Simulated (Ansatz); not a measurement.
Saddle point of SnNH₇S, singlet (SnH₄S ([SH][SnH3]) + NH₃ → SnNH₅ ([NH2][SnH3]) + H₂S; bonds formed: Sn1–N7, S2–H6; bonds broken: Sn1–S2, H6–N7), PBE0-D4/def2-TZVP structure:

```tsv
atom	x (Å)	y (Å)	z (Å)
Sn1	-0.8837	0.3587	-0.8570
S2	1.0243	1.2768	1.6322
H3	-1.7278	-0.6441	-1.9761
H4	-1.9924	1.1155	0.1676
H5	0.2672	1.2730	-1.6910
H6	0.6724	-0.2503	1.0308
N7	0.1420	-1.1116	0.2777
H8	2.1401	1.3946	0.8951
H9	0.8199	-1.6512	-0.2504
H10	-0.4619	-1.7614	0.7711
```

Energies are electronic, without zero-point energy. Barriers and step energies count from the start structure reached by relaxing down the imaginary mode; all methods use the PBE0-D4 structures, on which another method's saddle can fall below an end. Program: Ansatz 0.2.0. Basis: def2-TZVPP, with def2-QZVPP for the basis limit. Cores are frozen in the correlated methods. Filled d shells of the heavier atoms are correlated. Core potentials replace the inner electrons of the atoms past krypton. The def2 sets are not built for correlating such inner shells, so the correlated values are less sure here. B3LYP uses VWN-RPA correlation. Extrapolation: Hartree–Fock as exp(−7.88 √X), correlation as X^−2.97.

```
      method  barrier (kJ/mol)  step energy (kJ/mol)
       SPW92                 ?                  72.3
      PBE-D4              98.3                  74.8
     BLYP-D4             103.6                  68.9
   r2SCAN-D4             102.8                  74.8
      B97M-V             117.0                  75.0
     PBE0-D4             108.5                  77.4
    B3LYP-D4                 ?                  71.8
  r2SCAN0-D4             111.1                  77.3
    BHLYP-D4             123.6                  74.6
CAM-B3LYP-D4             114.5                  68.8
     wB97X-V             116.5                  70.3
     wB97M-V                 ?                  72.0
      B2PLYP             117.6                  71.4
    PBE-QIDH             115.3                  75.9
  RPA on PBE             117.2                  62.5
          HF             155.0                  76.3
         MP2             114.0                  70.4
        CCSD             124.7                  68.1
     CCSD(T)             118.1                  67.6
```

Fill in the withheld barriers. (Judge from chemistry; the value comes from the calculation.)

By the calculation: wB97M-V 115.9; SPW92 77.6; B3LYP-D4 111.9 kJ/mol. Each is the energy of the saddle less that of the start structure, by the same method.

For comparison, the barrier by CCSD(T) at an estimated basis limit (MP2 extrapolated from triple and quadruple zeta, plus CCSD(T) − MP2 in triple zeta) is 113.9 kJ/mol.

T1 diagnostic: at most 0.013. The start structure is not quite a true minimum (one mode of 26i cm⁻¹).

Labels in which every atom is bracketed show which atoms are joined, not bond orders.

For scale, one of the runs: CCSD(T)/def2-TZVPP, 221 basis functions, launched by `ansatz run in.yaml --threads 4 --pin off --events-out ev --progress --plain --max-ram 9574MiB`. Hardware: 4 CPU threads of an Intel Xeon Platinum 8488C, shared host. Wall time 75 s; peak host memory 3.7 GiB.
